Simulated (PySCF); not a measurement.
Input for PySCF: R-HF/STO-3G on AsO+, 2S+1 = 1, a point of a bond scan (R = 1.705 Å). Charge +1.

```python
from pyscf import gto, scf, dft, mp
from pyscf.data.elements import chemcore

mol = gto.M(
    atom='''
    O     0.00000000    0.00000000    0.00000000
    As    0.00000000    0.00000000    1.70530200
    ''',
    basis='sto-3g',
    charge=1, spin=0, verbose=3, max_memory=1800)
mf = scf.RHF(mol)
mf.conv_tol = 1e-8
mf.max_cycle = 100
mf.kernel()
if not mf.converged:
    mf = mf.newton().run(mf.mo_coeff, mf.mo_occ)
```

Program output:

```
converged SCF energy = -2282.8212265488
```

Self-consistency was reached.

Cost: around 0.12 core-seconds (rough).
